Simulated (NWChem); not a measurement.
Species: SiBrF, singlet; SMILES F[Si]Br

```xyz
3

Si     0.6446    -1.1609     0.0000
F     -0.7685    -1.9470     0.0000
Br    -0.0438     1.0207     0.0000
```
Atoms are numbered in this order, from 1.

Computed with NWChem. Geometry optimised at B3LYP/6-31G*; all other runs use it. Pople sets run with spherical d functions. Low-valent species are run as closed-shell singlets; no triplet was tried in these runs. This build's default masses of Se (78.918 u) and Br (79.917 u) are each other's, which moves their modes by up to 0.6 %. Vzz has the sign of the potential's second derivative.

```json
[
 {"quantity": "solvation free energy (kcal/mol) in water", "level": "M06-2X/def2-SVP, SMD", "value": "-1.6"},
 {"quantity": "Vzz Br3 (a.u.)", "level": "Hartree-Fock/def2-SVP", "value": "(withheld)"},
 {"quantity": "vertical ionisation energy, ΔSCF (eV)", "level": "CAM-B3LYP/def2-SVPD", "value": "(withheld)"},
 {"quantity": "orbital gap (eV)", "level": "BHandHLYP/def2-SVP", "value": "7.03"},
 {"quantity": "dipole (D)", "level": "B3LYP/6-31G*", "value": "1.52"},
 {"quantity": "highest harmonic frequency (cm⁻¹)", "level": "B3LYP/6-31G*", "value": "(withheld)"}
]
```

Q: Fill in the missing entries.

A: 
- Vzz Br3 (a.u.), value: 2.807
- vertical ionisation energy, ΔSCF (eV), value: 10.37
- highest harmonic frequency (cm⁻¹), value: 882
